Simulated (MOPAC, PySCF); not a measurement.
Stepwise substitution at one centre (Al Cl-SH). Isolated molecules, 0 K electronic values unless said otherwise. One relaxed conformer stands for each flexible species; it need not be the lowest. Strings in code marks are SMILES.

Quantity: vertical ionisation energy (energy after one electron is removed minus that of the parent at the parent's geometry), in eV.

Level 1: B3LYP/6-31G* // B3LYP-D3(BJ)/def2-TZVP (PySCF)
Level 2: minus the HOMO energy of B3LYP/6-31G* // B3LYP-D3(BJ)/def2-TZVP (PySCF)
Level 3: minus the HOMO energy of PBE-D3(BJ)/def2-TZVP // B3LYP-D3(BJ)/def2-TZVP (PySCF)
Level 4: minus the HOMO energy of PM7 // B3LYP-D3(BJ)/def2-TZVP (MOPAC)

| species | level 1 | level 2 | level 3 | level 4 |
|---|---|---|---|---|
| `[SH][Al]([Cl])[Cl]` (H–S–Al–Cl torsion 180°) | 10.50 | 7.98 | 7.02 | 10.55 |
| `[SH][Al]([SH])[SH]` | 9.50 | 7.40 | 6.51 | 10.12 |
